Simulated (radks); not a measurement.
Values are calculated unless marked as measured or tabulated.
Q: All-electron atom: the erbium ion Er2+ in [Xe] 4f12. Level of theory: Dirac Kohn-Sham, PBE, spin-unpolarised, spherical densities, point nucleus; open shells are shared between the two j in proportion to 2j + 1 (a radial shooting solver on a logarithmic mesh with Libxc functionals). Some entries of the table are withheld. Estimate them.

orbital,occ.,eigenvalue (eV),r(max) (bohr),<r> (bohr)
1s1/2,2,(1),0.01285,0.02037
2s1/2,2,-9636.303,(2),0.08588
2p1/2,2,(3),0.05512,0.07147
2p3/2,4,(4),0.06134,0.07875
3s1/2,2,(5),0.2074,0.2249
3p1/2,2,-1969.215,0.1950,0.2146
3p3/2,4,-1776.620,0.2080,0.2283
3d3/2,4,-1433.556,0.1642,0.2012
3d5/2,6,-1391.469,0.1679,0.2055
4s1/2,2,-439.4700,0.4743,0.5081
4p1/2,2,-359.2456,(6),0.5172
4p3/2,4,-315.9274,(7),0.5487
4d3/2,4,-184.0086,0.5070,0.5775
4d5/2,6,-176.1398,0.5159,0.5887
5s1/2,2,-66.2088,1.114,1.253
5p1/2,2,-44.5968,1.217,1.412
5p3/2,4,-39.2057,1.304,1.520
4f5/2,5.14286,(8),0.5068,0.8103
4f7/2,6.85714,(9),0.5123,0.8295

A: 
(1) 1s1/2 eigenvalue (eV): -57323.33
(2) 2s1/2 r(max) (bohr): 0.07340
(3) 2p1/2 eigenvalue (eV): -9178.169
(4) 2p3/2 eigenvalue (eV): -8261.224
(5) 3s1/2 eigenvalue (eV): -2170.040
(6) 4p1/2 r(max) (bohr): 0.4765
(7) 4p3/2 r(max) (bohr): 0.5042
(8) 4f5/2 eigenvalue (eV): -18.0235
(9) 4f7/2 eigenvalue (eV): -16.9374
